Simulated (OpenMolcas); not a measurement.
**Cr4+: ligand-field states by method**

Cr4+ with 6 ligands (water) in tetragonal octahedral coordination (D2h) at 1.91 Å, the axial distance 1.986 Å. Ligand basis ANO-RCC-VDZP.

```yaml
Program: OpenMolcas
Basis: ANO-RCC-VDZP [5s4p2d1f]
Scalar_Hamiltonian: DKH2, point nucleus
Active_space: 2 electrons in 5 orbitals (3d)
State_averaging: 2S+1 = 3 even, 10 roots; 2S+1 = 1 even, 15 roots
Spin-orbit_coupling: state interaction with AMFI integrals over the reference wave functions
```

I. CASSCF
II. SS-CASPT2, IPEA 0.25 Eh, imaginary shift 0.1 Eh (closed shells correlated: 3s 3p and the ligand valence shells)

Spin-free states in cm-1, each column counted from its own energy of the first state listed:

```
   State  Degeneracy      I     II
2S+1 = 3           1      0      0
2S+1 = 3           1      3    150
2S+1 = 3           1    911   1420
2S+1 = 1           1  14767  10410
2S+1 = 1           1  14935  10410
2S+1 = 1           1  15103  10130
2S+1 = 1           1  15740  11750
2S+1 = 1           1  16425  11830
2S+1 = 3           1  16799  20600
2S+1 = 3           1  18020  21520
2S+1 = 3           1  18905  22860
2S+1 = 3           1  30087  29810
2S+1 = 3           1  31239  31560
2S+1 = 1           1  31668  24180
2S+1 = 1           1  32646  31600
2S+1 = 3           1  33365  33590
2S+1 = 1           1  33384  31920
2S+1 = 1           1  33800  33030
2S+1 = 1           1  36353  35030
2S+1 = 3           1  37636  44900
```

From I to II, I's first state of another spin (2S+1 = 1) moves from 14767 to 10410 cm-1, by about -4400 cm-1. In II another state of that kind comes below it.

χT at 300 K: I 0.77, II 0.78 cm3 K/mol.

Over all roots computed the reference weight is 0.68 to 0.69 in II; a low but even weight reflects the number of correlated electrons. The least metal-like active orbital is 81 % on the metal (Löwdin) and no ligand orbital is active, so the numbers are rough. Ligand-to-metal charge-transfer states are missing. With no ligand orbital active B as a rule stays too high, so bands that hang on it stand too high and its fall with covalency is understated. Spin-orbit coupling mixes the spin-free states strongly: the lowest level takes only 50 % from its leading state, an unlabelled state of the same spin as most of the rest, which lies 3 cm-1 above the lowest spin-free state (figures for I; the like holds for II). Without dynamic correlation the repulsion within the d shell is too large (B by tens of per cent), so at a given field states of lower spin stand too high (holds for I). With metal d orbitals alone the field can be off either way by tens of per cent (holds for I). With one d shell and no ligand orbital active, 10Dq can be off by a tenth or more (holds for II). No measured value stands beside these numbers; the geometry is a model, was not optimised and need not be the one that this ion takes.
